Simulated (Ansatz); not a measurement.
Question: Name a neutral molecule of N, O, Si and H with HOMO energy (PBE0/def2-TZVPP) between -8.05 and -7.75 eV and HOMO–LUMO gap (B3LYP/def2-TZVPP) between 7.10 and 7.40 eV (Ansatz, PBE0-D4/def2-TZVP geometry).

Answer: `O[SiH2]N[SiH2][SiH3]` (-7.81 eV, 7.13 eV); `O[SiH]([SiH3])N[SiH3]` (-7.83 eV, 7.13 eV); `N[SiH2]O[SiH2][SiH3]` (-7.83 eV, 7.32 eV); `[SiH3]N[SiH2]O[SiH3]` (-7.88 eV, 7.38 eV). Other molecules can fit too; these were computed, each in one conformer that needn't be the lowest.

B3LYP here is the variant with VWN-RPA as its local correlation; programs differ in this.
